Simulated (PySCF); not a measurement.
CuI, SMILES [Cu][I], multiplicity 1.

Geometry optimised at PBE0-D3(BJ)/def2-TZVP. The spin state was assumed, not searched. The def2 effective core potentials stand for the cores of I; spin–orbit coupling is left out.

Two levels are set side by side: PBE/def2-TZVPD (PySCF) and CAM-B3LYP/def2-TZVPD (PySCF). Same geometry, gas phase. Differences are taken from unrounded values.

```json
[
 {"quantity": "orbital gap (eV)", "PBE": "1.93"},
 {"quantity": "highest occupied level (eV)", "PBE": "-5.76"},
 {"quantity": "lowest empty level (eV)", "PBE": "-3.83"},
 {"quantity": "dipole moment (D)", "PBE": "3.81"},
 {"quantity": "mean polarisability (bohr³)", "PBE": "66.5"}
]
```

**Question.** These are the PBE values. What does CAM-B3LYP give? (An estimate is asked for; the answer gives what the named calculation found.)

**Answer.** 
```json
[
 {"quantity": "orbital gap (eV)", "CAM-B3LYP": "5.92", "PBE minus CAM-B3LYP": "-3.99"},
 {"quantity": "highest occupied level (eV)", "CAM-B3LYP": "-8.09", "PBE minus CAM-B3LYP": "2.33"},
 {"quantity": "lowest empty level (eV)", "CAM-B3LYP": "-2.17", "PBE minus CAM-B3LYP": "-1.66"},
 {"quantity": "dipole moment (D)", "CAM-B3LYP": "4.72", "PBE minus CAM-B3LYP": "-0.92"},
 {"quantity": "mean polarisability (bohr³)", "CAM-B3LYP": "61.0", "PBE minus CAM-B3LYP": "5.5"}
]
```

PBE's occupied levels lie high since its potential decays too fast outside the molecule; exact exchange lowers them and widens the gap. PBE's more diffuse valence density responds more strongly to a field. Differences between two approximate levels are no errors against the true value.

Rough cost on one machine, each run with all the roots and properties that it gave: CAM-B3LYP against PBE within a factor of 2.
